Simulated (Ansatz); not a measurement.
Relaxation of CH5FGeOSi (10 atoms, charge 0, multiplicity 1), to a largest force component of 0.02 eV/Å in at most 50 steps.

Theory: Ansatz, RKS PBE-D4/def2-SVP.

```xyz
10
Properties=species:S:1:pos:R:3:forces:R:3
F -1.991 -0.167 1.050 -1.71 -0.03 0.52
C -0.674 0.061 1.034 -1.16 1.10 1.45
O -0.043 -1.188 0.899 1.50 -1.59 2.08
Ge 0.947 -0.949 -0.643 1.28 -2.59 -5.54
Si -0.144 1.012 -0.510 1.64 1.09 -0.15
H -0.345 0.598 1.959 -0.04 -0.56 0.29
H 2.432 -0.887 -0.415 1.23 0.64 1.06
H -0.043 -2.171 1.012 -1.33 0.68 0.92
H -1.224 1.200 -1.433 -0.96 0.47 -0.78
H 0.783 2.123 -0.171 -0.45 0.79 0.17
```

**Question.** Where does it end, and by what steps?

**Answer.** It converged. After 15 steps the energy has fallen by 2.612 eV; H8 moved furthest, 0.70 Å.

```tsv
step	energy less start (eV)	largest force component (eV/Å)	accepted
0	0.0000	5.544	yes
1	-1.3762	3.056	yes
2	-2.1728	0.950	yes
3	-2.4598	1.059	yes
4	-2.5477	0.944	yes
5	-2.5831	0.239	yes
6	-2.5805	0.405	no
7	-2.5925	0.088	yes
8	-2.6000	0.141	yes
9	-2.6047	0.263	yes
10	-2.6050	0.200	yes
11	-2.6108	0.100	yes
12	-2.6113	0.038	yes
13	-2.6116	0.067	yes
14	-2.6114	0.092	no
15	-2.6119	0.010	yes
```

```xyz
10
Properties=species:S:1:pos:R:3
F -1.944 -0.522 0.733
C -0.695 0.011 1.005
O 0.248 -1.077 1.073
Ge 0.908 -1.287 -1.114
Si 0.000 0.964 -0.563
H -0.756 0.497 2.006
H 2.369 -0.807 -0.628
H -0.113 -1.814 1.612
H -1.188 1.567 -1.267
H 0.869 2.099 -0.076
```

The run took 58 s on 2 threads of Intel(R) Xeon(R) Platinum 8259CL CPU @ 2.50GHz (Skylake/Cascade Lake), on a shared host, peak memory 0.2 GiB.
